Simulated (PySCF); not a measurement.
The numbers below are computed, except where a source is named.
# CH7BSi2

The system: CH7BSi2, a carbene (divalent C1, bonded to 1 B + 1 Si); neutral, triplet. The structure, one conformer, was relaxed in the gas phase by PBE0-D3(BJ)/def2-SVP. No frequency run checks that it is a minimum.

Singlet and triplet of such a carbene can lie close, and which is the ground state isn't settled here.

SMILES: [SiH3]B[C][SiH3]

Coordinates in Å:
```
C1      0.851    0.340    0.394
Si2     2.318   -0.537   -0.265
B3     -0.512    0.851    0.742
Si4    -2.175    0.059   -0.114
H5      3.067   -1.142    0.880
H6      3.195    0.454   -0.961
H7      1.950   -1.620   -1.230
H8     -0.659    1.772    1.520
H9     -3.275   -0.124    0.887
H10    -2.668    1.027   -1.150
H11    -1.929   -1.252   -0.793
```

EPR values by unrestricted B3LYP, IGLO-III on B C Si, pcH-1 on H.

(1) Predict g and the largest hyperfine couplings. Where does the spin sit?

(2) How do the isotropic couplings move with BHandHLYP?

## Answers

(1) g = 2.0023, 2.0024, 2.0025. The zero-field splitting dominates the spectrum: D = 0.37 cm⁻¹, |E| = 0.0087 cm⁻¹ (spin-spin and spin-orbit parts, DFT, rough). The spin sits on C1 (80 %, bonded to 1 B + 1 Si) by Mulliken populations.
```csv
atom,isotope,isotropic (MHz),"dipolar, principal values (MHz)"
C1,13C,55.1,"-64.2, 23.0, 41.2"
H8,1H,62.8,"-5.2, -3.1, 8.4"
Si4,29Si,-53.8,"-10.2, 4.8, 5.4"
H7,1H,48.8,"-2.8, -1.8, 4.6"
H5,1H,38.3,"-2.9, -2.2, 5.1"
H6,1H,38.1,"-2.9, -2.2, 5.1"
```

(2) C1 55.1 to 71.1 MHz, H8 62.8 to 59.8 MHz, Si4 -53.8 to -51.3 MHz, H7 48.8 to 46.3 MHz.

The 2 runs behind this took 83 s in all, one thread each of Arm Neoverse V1 on a shared host, launched as `OMP_NUM_THREADS=1 python cluster_run.py task.json out`.
